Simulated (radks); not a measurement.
Problem. The table gives one normalised radial function P(r) = r R(r) of Pb in [Hg] 6p2 (r in bohr). All-electron calculation, scalar-relativistic Kohn-Sham, LDA (Slater exchange, Perdew-Zunger correlation), spin-polarised, spherical densities, finite nucleus; open shells are filled with parallel spins first (spin-orbit coupling, left out, can overturn this in heavy ions); Fermi nuclear charge, rms radius 5.5012 fm. Program: a radial shooting solver on a logarithmic mesh with Libxc functionals.

r,P
0.0009797,0.0000
0.001338,0.0000
0.001829,0.0001
0.002498,0.0001
0.003413,0.0003
0.004662,0.0007
0.00637,0.0015
0.008702,0.0035
0.01189,0.0078
0.01624,0.0169
0.02219,0.0355
0.03031,0.0706
0.04174,0.1320
0.05703,0.2178
0.07791,0.3069
0.1064,0.3352
0.1454,0.2116
0.1986,-0.0929
0.2714,-0.4203
0.3708,-0.4615
0.5065,-0.0595
0.692,0.5539
0.9453,0.9478
1.291,0.9154
1.779,0.6022
2.43,0.2870
3.319,0.0960
4.535,0.0209
6.195,0.0026
8.464,0.0002
11.56,0.0000

Which n and l does it have? It may be an empty orbital.

Solution. n = 5, l = 2: the number of nodes gives n - l - 1 = 2, the rise at small r (about r^(l+1), flatter next to the nucleus through relativity) gives l, and the extent must fit the shell. The curve is that of 5d down; the table hardly tells the two spins apart. 5d down: eigenvalue -21.087 eV, 2 radial nodes at r = 0.183, 0.523 bohr, <r> = 1.30 bohr, 90 % of the charge inside 1.98 bohr.
